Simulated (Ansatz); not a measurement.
Consider the redistribution: `C[SiH2][O][GeH3]` + `[CH3][GeH]([F])[Cl]` → `[SiH3][O][GeH3]` + `[CH3][Ge]([CH3])([F])[Cl]`.

Program: Ansatz. Geometries: PBE0-D4/def2-TZVP. ΔE: electronic, gas phase. CCSD(T)/CBS is the MP2 limit (def2-TZVPP, def2-QZVPP) plus CCSD(T) − MP2 in def2-TZVPP, frozen cores. For Ge outer-core shells are correlated without core-valence functions, which leaves a few kJ/mol of doubt a bond. Scalar relativity is left out up to krypton. One conformer a species, not always the lowest.

| level | ΔE (kJ/mol) |
| --- | --- |
| MP2/def2-TZVPP | -3.1 |
| SCS-MP2/def2-QZVPP | -1.3 |

Problem. What does CCSD(T)/CBS give? (Best estimate.)

Solution. Ansatz gave: +0.2 kJ/mol. The listed levels differ from it by -3.3, -1.5 kJ/mol.

Largest T1 diagnostic among the species: 0.012.

In def2-TZVPP, CCSD(T) changes the Hartree–Fock value by −3.4 kJ/mol (the triples alone add −0.4 kJ/mol) and MP2 by −4.9 kJ/mol.
